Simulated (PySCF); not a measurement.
3,3-difluoro-2-methylprop-1-ene (C4H6F2), SMILES C(C(F)F)(C)=C. Heavy atoms are numbered as in [CH2:1]=[C:2]([CH3:3])[CH:4]([F:5])[F:6]. Hydrogens are named by the atom that carries them.

Coordinates come from a PBE0-D3(BJ)/def2-SVP optimisation. Other conformers were not sampled.

All values below come from PBE/def2-TZVP in PySCF.

ESP charges are fitted to the potential on shells at 1.4 to 2.0 van der Waals radii. Atomic charges (e), one atom of each kind:

```json
[
 {"atom": "C1 (CH2)", "ESP fit": "-0.59", "Löwdin": "-0.17"},
 {"atom": "C2", "ESP fit": "0.32", "Löwdin": "-0.24"},
 {"atom": "C3 (CH3)", "ESP fit": "-0.62", "Löwdin": "-0.27"},
 {"atom": "C4 (CH)", "ESP fit": "0.21", "Löwdin": "-0.47"},
 {"atom": "F5", "ESP fit": "-0.18", "Löwdin": "0.17"},
 {"atom": "H on C1", "ESP fit": "0.22", "Löwdin": "0.13"},
 {"atom": "H on C3", "ESP fit": "0.18", "Löwdin": "0.14"},
 {"atom": "H on C4", "ESP fit": "0.08", "Löwdin": "0.13"}
]
```

Computed Mayer and Wiberg (Löwdin basis) orders of the bonds:
| bond | Mayer | Wiberg |
|---|---|---|
| C1–C2 | 1.90 | 2.04 |
| C2–C3 | 0.99 | 1.25 |
| C2–C4 | 0.99 | 1.13 |
| C4–F5 | 1.11 | 1.73 |
| C4–F6 | 1.13 | 1.75 |
